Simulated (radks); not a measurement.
Results of a calculation; reference values are marked as such.
Valence configurations of Ir (all share [Xe]). Level of theory: Dirac Kohn-Sham, BLYP, spin-unpolarised, spherical densities, finite nucleus; open shells are shared between the two j in proportion to 2j + 1; Fermi nuclear charge, rms radius 5.4032 fm (a radial shooting solver on a logarithmic mesh with Libxc functionals). Energies are relative to 4f14 5d7 6s2; eigenvalues in eV.

valence               E (eV)  e(4f5/2)  e(4f7/2)  e(5d3/2)  e(5d5/2)  e(6p1/2)
4f14 5d7.5 6s1.5      -0.253   -62.244   -59.125    -6.862    -5.679         -
4f14 5d7 6s2           0.000   -63.578   -60.458    -7.755    -6.531         -
4f14 5d7 6s1.5 6p0.5   2.553   -64.546   -61.426    -8.681    -7.445    -2.146
4f14 5d6.5 6s2 6p0.5   3.182   -65.964   -62.843    -9.616    -8.338    -2.324
4f14 5d6 6s2 6p1       6.983   -68.343   -65.222   -11.417   -10.086    -2.932
4f14 5d4 6s2 6p3      28.482   -78.102   -74.976   -18.450   -16.908    -5.103
4f13.5 5d7.5 6s2      28.556   -68.816   -65.641    -8.312    -7.017         -
4f13 5d8 6s2          59.483   -74.157   -70.927    -8.872    -7.506         -
4f12 5d9 6s2          128.65   -85.140   -81.799   -10.001    -8.494         -
4f12 5d8 6s2 6p1      137.98   -90.413   -87.070   -14.152   -12.537    -2.973

NIST lists [Xe] 4f14 5d7 6s2 as the ground configuration; this level of theory puts 4f14 5d7.5 6s1.5 lower, by 0.253 eV. The energies are those of spherical spin-averaged densities, not of single terms.
